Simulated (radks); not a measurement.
The numbers below are computed, except where a source is named.
Coulomb parameter of the 4d shell of the zirconium ion Zr+ in the model configuration [Kr] 4d2 5s1, as a second difference U = [E(n + 0.5) + E(n - 0.5) - 2 E(n)] / (0.5)^2 with all orbitals relaxed. "Bare": the charge of the atom changes with n. "Screened": the 5s shell takes up the change at fixed total charge, which measures U(4d,4d) + U(5s,5s) - 2 U(4d,5s). Code: a radial shooting solver on a logarithmic mesh with Libxc functionals. Model: scalar-relativistic Kohn-Sham, PBE, spin-unpolarised, spherical densities, finite nucleus; Fermi nuclear charge, rms radius 4.2694 fm.

case              configuration  E - E(n) (eV)
start              [Kr] 4d2 5s1          0.000
bare +0.5        [Kr] 4d2.5 5s1         -3.930
bare -0.5        [Kr] 4d1.5 5s1          6.141
screened +0.5  [Kr] 4d2.5 5s0.5          0.090
screened -0.5  [Kr] 4d1.5 5s1.5          0.138

U(bare) = 8.841 eV, U(screened by 5s) = 0.910 eV, against the Slater integral F0(4d,4d) = 11.622 eV with frozen orbitals.
